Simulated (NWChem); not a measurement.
Program: NWChem. System: HClSi, charge 0, spin multiplicity 1, at a geometry optimised with PBE0/def2-SVP. The structure started from a generated list of species. Level: CCSD(T)/cc-pVDZ, 10 core orbitals frozen.

Output (cleaned and shortened):

```
             Northwest Computational Chemistry Package (NWChem) 7.3.0
             --------------------------------------------------------

                                NWChem Input Module
                                -------------------

 Scaling coordinates for geometry "geometry" by  1.889725989
 (inverse scale =  0.529177249)

 Turning off AUTOSYM since
 SYMMETRY directive was detected!

                             Geometry "geometry" -> ""
                             -------------------------

 Output coordinates in angstroms (scale by  1.889725989 to convert to a.u.)

  No.       Tag          Charge          X              Y              Z
 ---- ---------------- ---------- -------------- -------------- --------------
    1 Si                  14.0000    -0.75069200    -0.81367800     0.00000000
    2 H                    1.0000     0.32763900    -1.91061200     0.00000000
    3 Cl                  17.0000     0.59894400     0.78247700     0.00000000

 Effective nuclear repulsion energy (a.u.)      68.3925090757

            Nuclear Dipole moment (a.u.)
            ----------------------------
        X                 Y               Z
 ---------------- ---------------- ----------------
    -0.0000018897     0.0000094486     0.0000000000

      Symmetry information
      --------------------

 Group name             Cs
 Group number              2
 Group order               2
 No. of unique centers     3

      Symmetry unique atoms

     1    2    3


 Summary of "ao basis" -> "" (spherical)
 ------------------------------------------------------------------------------
       Tag                 Description            Shells   Functions and Types
 ---------------- ------------------------------  ------  ---------------------
 *                          cc-pvdz                   on all atoms

 Summary of "ao basis" -> "ao basis" (spherical)
 ------------------------------------------------------------------------------
       Tag                 Description            Shells   Functions and Types
 ---------------- ------------------------------  ------  ---------------------
 Si                         cc-pvdz                  8       18   4s3p1d
 H                          cc-pvdz                  3        5   2s1p
 Cl                         cc-pvdz                  8       18   4s3p1d

                                 NWChem SCF Module
                                 -----------------

  ao basis        = "ao basis"
  functions       =    41
  atoms           =     3
  closed shells   =    16
  open shells     =     0
  charge          =   0.00
  wavefunction    = RHF
  use symmetry    = T
  symmetry adapt  = T

 Summary of "ao basis" -> "ao basis" (spherical)
 ------------------------------------------------------------------------------
       Tag                 Description            Shells   Functions and Types
 ---------------- ------------------------------  ------  ---------------------
 Si                         cc-pvdz                  8       18   4s3p1d
 H                          cc-pvdz                  3        5   2s1p
 Cl                         cc-pvdz                  8       18   4s3p1d

      Symmetry analysis of basis
      --------------------------

        a'         30
        a"         11

 Forming initial guess at       0.0s

      Superposition of Atomic Density Guess
      -------------------------------------

 Sum of atomic energies:        -748.80959341

      Non-variational initial energy
      ------------------------------

 Total energy =    -748.964931
 1-e energy   =   -1172.340841
 2-e energy   =     354.983401
 HOMO         =      -0.228812
 LUMO         =      -0.064409

      Symmetry analysis of molecular orbitals - initial
      -------------------------------------------------

  Numbering of irreducible representations:

     1 a'          2 a"

  Orbital symmetries:

     1 a'          2 a'          3 a'          4 a'          5 a'
     6 a"          7 a'          8 a'          9 a'         10 a"
    11 a'         12 a'         13 a'         14 a"         15 a'
    16 a'         17 a"         18 a'         19 a'         20 a'
    21 a'         22 a'         23 a"         24 a'         25 a"
[...]
   convi  =  0.100E-05
   maxit  =    60
   mxvec  =     5
 memory            104852860
  Using  1 OpenMP thread(s) in CCSD
  IO offset    20.000000000000000
  IO error message >End of File
  file_read_ga: failing reading from ./mol.t2
  Failed reading restart vector from ./mol.t2
  Using MP2 initial guess vector

-------------------------------------------------------------------------
 iter     correlation     delta       rms       T2     Non-T2      Main
             energy      energy      error      ampl     ampl      Block
                                                time     time      time
-------------------------------------------------------------------------
   1     -0.2366296496 -2.366D-01  2.308D-01     0.93     0.00     0.93
   2     -0.2431428443 -6.513D-03  1.016D-01     0.94     0.00     0.93
   3     -0.2455677535 -2.425D-03  9.394D-03     0.94     0.00     0.93
   4     -0.2464885173 -9.208D-04  2.847D-03     0.94     0.00     0.93
   5     -0.2465728434 -8.433D-05  8.747D-04     0.93     0.00     0.93
   6     -0.2465555180  1.733D-05  2.922D-04     0.94     0.00     0.93
   7     -0.2465547231  7.948D-07  8.135D-05     0.94     0.00     0.93
   8     -0.2465511754  3.548D-06  3.502D-05     0.94     0.00     0.93
   9     -0.2465530084 -1.833D-06  1.376D-05     0.94     0.00     0.93
  10     -0.2465532382 -2.298D-07  9.905D-06     0.94     0.00     0.93
  11     -0.2465534958 -2.576D-07  2.523D-06     0.94     0.00     0.93
  12     -0.2465535016 -5.849D-09  2.756D-06     0.94     0.00     0.93
  13     -0.2465534957  5.972D-09  1.141D-07     0.94     0.00     0.93
                  *************converged*************
-------------------------------------------------------------------------

 -----------
 CCSD Energy
 -----------
 Reference energy:            -749.011173235408705
 CCSD corr. energy:             -0.246553495650858
 Total CCSD energy:           -749.257726731059620

 --------------------------------
 Spin Component Scaled (SCS) CCSD
 --------------------------------
 Same spin contribution:                 -0.047719158532256
 Same spin scaling factor:                1.130000000000000
 Opposite spin contribution:             -0.198834337118602
 Opposite spin scaling fact.:             1.270000000000000
 SCS-CCSD correlation energy:            -0.306442257282074
 Total SCS-CCSD energy:                -749.317615492690834
 memory            104852860

*********triples calculation*********

nkpass=    1; nvpass=    1; memdrv=          25650; memtrn=         692619; memavail=      104852692
 memory available/node                      104852692
 total number of virtual orbitals        25
 number of virtuals per integral pass    25
 number of integral evaluations           1
 number of occupied per triples pass      6
 number of triples passes                 1

 commencing integral evaluation        1 at          13.66
  symmetry use  T
task         2 out of       190 done   1%  at       0.0 secs
task        10 out of       190 done   5%  at       0.1 secs
task        19 out of       190 done  10%  at       0.3 secs
task        29 out of       190 done  15%  at       0.4 secs
task        38 out of       190 done  20%  at       0.4 secs
task        48 out of       190 done  25%  at       0.5 secs
task        57 out of       190 done  30%  at       0.5 secs
task        67 out of       190 done  35%  at       0.6 secs
task        76 out of       190 done  40%  at       0.7 secs
task        86 out of       190 done  45%  at       0.9 secs
task        95 out of       190 done  50%  at       1.0 secs
task       105 out of       190 done  55%  at       1.1 secs
task       114 out of       190 done  60%  at       1.2 secs
task       124 out of       190 done  65%  at       1.3 secs
task       133 out of       190 done  70%  at       1.4 secs
task       143 out of       190 done  75%  at       1.5 secs
task       152 out of       190 done  80%  at       1.5 secs
task       162 out of       190 done  85%  at       1.5 secs
task       171 out of       190 done  90%  at       1.5 secs
task       181 out of       190 done  95%  at       1.5 secs
task       190 out of       190 done 100%  at       1.5 secs
 commencing triples evaluation - blocking       1
 ccsd(t): done        1 out of       25 progress:    4.0%
 ccsd(t): done        2 out of       25 progress:    8.0%
 ccsd(t): done        3 out of       25 progress:   12.0%
 ccsd(t): done        4 out of       25 progress:   16.0%
 ccsd(t): done        5 out of       25 progress:   20.0%
 ccsd(t): done        6 out of       25 progress:   24.0%
 ccsd(t): done        7 out of       25 progress:   28.0%
 ccsd(t): done        8 out of       25 progress:   32.0%
 ccsd(t): done        9 out of       25 progress:   36.0%
 ccsd(t): done       10 out of       25 progress:   40.0%
 ccsd(t): done       11 out of       25 progress:   44.0%
 ccsd(t): done       12 out of       25 progress:   48.0%
 ccsd(t): done       13 out of       25 progress:   52.0%
 ccsd(t): done       14 out of       25 progress:   56.0%
 ccsd(t): done       15 out of       25 progress:   60.0%
 ccsd(t): done       16 out of       25 progress:   64.0%
 ccsd(t): done       17 out of       25 progress:   68.0%
 ccsd(t): done       18 out of       25 progress:   72.0%
 ccsd(t): done       19 out of       25 progress:   76.0%
 ccsd(t): done       20 out of       25 progress:   80.0%
 ccsd(t): done       21 out of       25 progress:   84.0%
 ccsd(t): done       22 out of       25 progress:   88.0%
 ccsd(t): done       23 out of       25 progress:   92.0%
 ccsd(t): done       24 out of       25 progress:   96.0%
 ccsd(t): done       25 out of       25 progress:  100.0%
 Time for integral evaluation pass     1        1.54
 Time for triples evaluation pass      1        0.05

 pseudo-e(mp4)  -0.62967127940562E-02
 pseudo-e(mp5)   0.24666749211913E-03
        e(t)    -0.60500453019371E-02

 --------------
 CCSD(T) Energy
 --------------
 Reference energy:                    -749.011173235408705

 CCSD corr. energy:                     -0.246553495650858
 T(CCSD) corr. energy:                  -0.006296712794056
 Total CCSD+T(CCSD) energy:           -749.264023443853603

 CCSD corr. energy:                     -0.246553495650858
 (T) corr. energy:                      -0.006050045301937
 Total CCSD(T) energy:                -749.263776776361510

 routine      calls  cpu(0)   cpu-min  cpu-ave  cpu-max   i/o
 aoccsd          1     0.00     0.00     0.00     0.00    0.00
 iterdrv         1     0.00     0.00     0.00     0.00    0.00
 pampt          13     0.01     0.01     0.01     0.01    0.00
 t2pm           13     0.02     0.02     0.02     0.02    0.00
 sxy            13     0.04     0.04     0.04     0.04    0.00
 ints       469300    11.72    11.72    11.72    11.72    0.00
 t2eri        2470     0.21     0.21     0.21     0.21    0.00
 idx2         2470     0.05     0.05     0.05     0.05    0.00
 idx34          13     0.01     0.01     0.01     0.01    0.00
 ht2pm          13     0.02     0.02     0.02     0.02    0.00
 itm            13     0.04     0.04     0.04     0.04    0.00
 pdiis          13     0.00     0.00     0.00     0.00    0.00
 triples         1     0.00     0.00     0.00     0.00    0.00
 rdtrpo          1     0.00     0.00     0.00     0.00    0.00
 trpmos          1     1.54     1.54     1.54     1.54    0.00
 trpdrv          1     0.01     0.01     0.01     0.01    0.00
 dovvv        6300     0.02     0.02     0.02     0.02    0.00
 doooo        6300     0.01     0.01     0.01     0.01    0.00
 tengy        5400     0.01     0.01     0.01     0.01    0.00
 Total                13.71    13.71    13.71    13.71    0.00

 Task  times  cpu:       16.0s     wall:       16.0s

 Total times  cpu:       16.0s     wall:       16.0s
```

Write an NWChem input that would produce this output.

Several could match; the one computed here: 
```
start mol
memory heap 100 mb stack 700 mb global 1900 mb
geometry units angstroms nocenter noautoz
  Si    -0.750692    -0.813678     0.000000
  H      0.327639    -1.910612     0.000000
  Cl     0.598944     0.782477     0.000000
  symmetry group Cs
end
basis spherical
  * library cc-pvdz
end
scf
  rhf
  nopen 0
  maxiter 100
  thresh 1e-7
  semidirect memsize 60000000 filesize 0
end
ccsd
  freeze core 10
  maxiter 60
end
task ccsd(t) energy
```
